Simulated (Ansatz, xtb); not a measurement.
**Relative energy of two isomers of C6H7FN2**

Structure I is `FCCc1ccncn1`, a singlet and structure II is `C[C@H](F)c1ncccn1`, a singlet. Both are isolated molecules in the gas phase, relaxed with PBE-D3(BJ)/def2-SVP; the shapes shown needn't be the lowest conformers.

I (Å):

```csv
atom,x (Å),y (Å),z (Å)
C,2.4692,-1.6487,0.9407
C,1.2557,-0.7687,1.2283
C,0.5025,-0.3778,-0.0187
C,-0.2504,-1.3146,-0.7550
C,-0.8807,-0.8507,-1.9157
C,-0.0454,1.2304,-1.5554
F,2.0710,-2.8743,0.4171
N,-0.7901,0.4255,-2.3276
N,0.6076,0.9021,-0.4295
H,3.1454,-1.1562,0.2069
H,3.0392,-1.8361,1.8774
H,1.5997,0.1599,1.7256
H,0.5877,-1.3120,1.9296
H,-0.3235,-2.3629,-0.4338
H,-1.4845,-1.5332,-2.5411
H,0.0417,2.2838,-1.8812
```

II (Å):

```xyz
16

C    -0.2396    2.5206   -2.6551
C    -0.1074    2.6647   -1.1463
C    -0.1504    1.3130   -0.4520
C    -1.3076   -0.1877    0.8226
C    -0.2359   -1.0884    0.7530
C     0.8764   -0.6730    0.0041
F     1.1010    3.2926   -0.8543
N    -1.2714    1.0167    0.2309
N     0.9230    0.5176   -0.6079
H    -1.2154    2.0686   -2.9220
H     0.5737    1.8691   -3.0316
H    -0.1631    3.5140   -3.1386
H    -0.9331    3.2795   -0.7273
H    -2.2286   -0.4400    1.3790
H    -0.2672   -2.0682    1.2513
H     1.7595   -1.3274   -0.1124
```

**Question.** Estimate E(II) − E(I) at the level CCSD(T)/def2-SVP + ΔMP2/def2-TZVPP.

**Answer.** Too close to call at this level: CCSD(T)/def2-SVP + ΔMP2/def2-TZVPP gives E(II) − E(I) = −0.74 kcal/mol.

Level by level:

```json
{"level": "GFN2-xTB", "geometry": "GFN2-xTB", "E(II) − E(I) (kcal/mol)": "+1.27", "departure from the last row (kcal/mol)": "+2.01", "job, with rough time for the two": "optimisation, 0.16 s"}
{"level": "HF/STO-3G", "geometry": "GFN2-xTB", "E(II) − E(I) (kcal/mol)": "−1.32", "departure from the last row (kcal/mol)": "−0.58", "job, with rough time for the two": "single point, 0.48 s"}
{"level": "r2SCAN-D4/def2-SVP", "geometry": "GFN2-xTB", "E(II) − E(I) (kcal/mol)": "−1.15", "departure from the last row (kcal/mol)": "−0.41", "job, with rough time for the two": "single point, 2.7 s"}
{"level": "PBE-D3(BJ)/def2-SVP", "geometry": "PBE-D3(BJ)/def2-SVP", "E(II) − E(I) (kcal/mol)": "−0.53", "departure from the last row (kcal/mol)": "+0.21", "job, with rough time for the two": "optimisation, 26 s"}
{"level": "HF/def2-SVP", "geometry": "PBE-D3(BJ)/def2-SVP", "E(II) − E(I) (kcal/mol)": "−0.61", "departure from the last row (kcal/mol)": "+0.14", "job, with rough time for the two": "part of the CCSD(T) run"}
{"level": "MP2/def2-SVP", "geometry": "PBE-D3(BJ)/def2-SVP", "E(II) − E(I) (kcal/mol)": "−0.66", "departure from the last row (kcal/mol)": "+0.08", "job, with rough time for the two": "part of the CCSD(T) run"}
{"level": "CCSD(T)/def2-SVP", "geometry": "PBE-D3(BJ)/def2-SVP", "E(II) − E(I) (kcal/mol)": "−0.76", "departure from the last row (kcal/mol)": "−0.02", "job, with rough time for the two": "single point"}
{"level": "CCSD(T)/def2-SVP + ΔMP2/def2-TZVPP", "geometry": "PBE-D3(BJ)/def2-SVP", "E(II) − E(I) (kcal/mol)": "−0.74", "departure from the last row (kcal/mol)": "", "job, with rough time for the two": "single point, 98 s"}
```

As drawn, both hold the same kinds of bond in the same numbers. Structure I has 0 methyl groups, II 1.

The largest departure from CCSD(T)/def2-SVP + ΔMP2/def2-TZVPP is that of GFN2-xTB, 2.01 kcal/mol. The last row adds to CCSD(T) the change of the MP2 difference between the two basis sets, here +0.02 kcal/mol.

With thermal terms from frequencies at re-optimised GFN2-xTB minima (ideal gas, soft modes damped towards free rotors, one conformer each, 298.15 K, 1 atm): on the last row, ΔE + ΔZPE = −1.17, ΔH = −1.02, ΔG = −1.09 kcal/mol.

The correlated steps freeze 9 core orbitals. Mirror images aren't counted in ΔG. Programs: Ansatz 0.2.0, xtb 6.7.1; the last row on 4 threads of AMD EPYC 9R14 (Zen 4) on a shared host.
